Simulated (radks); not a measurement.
Problem. Calculated with a radial shooting solver on a logarithmic mesh with Libxc functionals: scalar-relativistic Kohn-Sham, LDA (Slater exchange, Perdew-Wang correlation), spin-unpolarised, spherical densities, finite nucleus; Fermi nuclear charge, rms radius of each element as measured or else 0.836 A^(1/3) + 0.57 fm. Response by self-consistent Sternheimer equations with the Hartree and adiabatic LDA kernel, the relativistic mass of each level held fixed and spin-orbit coupling left out. Rank Cl2+, Cl4+, Cl6+, Cl3+, Cl, Cl5+, Cl+ (NIST ground configurations) by static dipole polarisability, largest first.

Solution. Cl 15.87, Cl+ 8.919, Cl2+ 5.920, Cl3+ 4.308, Cl4+ 3.343, Cl5+ 2.751, Cl6+ 1.666 bohr^3.
